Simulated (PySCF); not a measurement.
# Reading the logs of faulty runs: BCH6NSi

These are calculations, not measurements. They come from PySCF 2.14.0, an open-source quantum chemistry program, on an isolated molecule that a program drew, which may never have been made. The molecule is BCH6NSi (charge 0, singlet), drawn as the SMILES string `B=NC[SiH3]`.

Each row is a Hartree-Fock (HF) and frozen-core CCSD(T) single point in the cc-pV(D+d)Z basis, meant for a local HF minimum. Run 1 is clean. Each other run has one planted mistake out of seven kinds, and not every kind appears here: one electron removed, one electron added, multiplicity raised by two, geometry at a saddle point, minimal basis STO-3G, one bond length entered in bohr, all coordinates scaled. The reference is restricted for singlets and unrestricted otherwise, and also for a bond in bohr. Adding or removing an electron swaps singlet and doublet. Electrons count all cores. HOMO and LUMO are orbital energies over both spins, the gradient is its largest component, and the lowest frequency (negative if imaginary) is given only where the gradient is small. Bond lengths are over the 9 bonds as drawn. T1 is the CCSD diagnostic: over 0.02 (restricted) or 0.045 (unrestricted) a single reference is doubtful.

Geometry of the clean run:
```xyz
10
BCH6NSi, angstrom
B    -2.5633   -0.7126    0.9918
N    -1.8930    0.2198    1.4225
C    -1.0861    1.2727    1.9201
Si    0.7095    0.7085    2.1672
H    -3.2087   -1.6004    0.5801
H    -1.1047    2.1239    1.2324
H    -1.4824    1.6381    2.8726
H     1.2785    0.2544    0.8778
H     1.5155    1.8439    2.6823
H     0.7598   -0.4043    3.1428
```

```
run,electrons,basis functions,<S^2>,HOMO (eV),LUMO (eV),gradient (hartree/bohr),lowest frequency (cm^-1),mean bond (Å),longest bond (Å),T1,HF (hartree),CCSD(T) (hartree),mistake
1,38,95,0.000,-10.11,4.24,1.9e-05,147,1.3721,1.898,0.0141,-409.43149,-409.98635,no fault
2,39,95,0.760,3.20,8.07,1.0e-01,-,1.3721,1.898,0.0294,-409.28685,-409.85504,one electron added
3,38,30,0.000,-8.11,10.60,7.0e-02,-,1.3721,1.898,0.0148,-404.62063,-404.88907,minimal basis STO-3G
4,38,95,0.000,-10.29,4.45,9.0e-02,-,1.2925,1.788,0.0124,-409.39136,-409.93421,all coordinates scaled
5,38,95,2.025,-4.45,0.66,2.0e-01,-,1.3721,1.898,0.0222,-409.24385,-409.76142,?
6,37,95,0.763,-17.39,-7.19,9.7e-02,-,1.3721,1.898,0.0348,-409.11748,-409.63318,?
```

**Which mistake was planted in run 5, and what did it cost?**

Electrons, basis and geometry are unchanged, and <S^2> is 2.025, beside S(S+1) = 2.00 for a multiplicity of 3. So the mistake is: multiplicity raised by two. Subtracting run 1 and multiplying by 627.51 kcal/mol a hartree, the energy moved by 117.7 kcal/mol in HF and 141.1 kcal/mol in CCSD(T).

**Which mistake was planted in run 6, and what did it cost?**

It counts 37 electrons, one fewer than the clean run, at the same geometry and basis. So the mistake is: one electron removed. Subtracting run 1 and multiplying by 627.51 kcal/mol a hartree, the energy moved by 197.0 kcal/mol in HF and 221.6 kcal/mol in CCSD(T).

Cautions from the logs. Run 2: the HOMO is above zero, so the electron isn't bound and the energy depends on the basis.
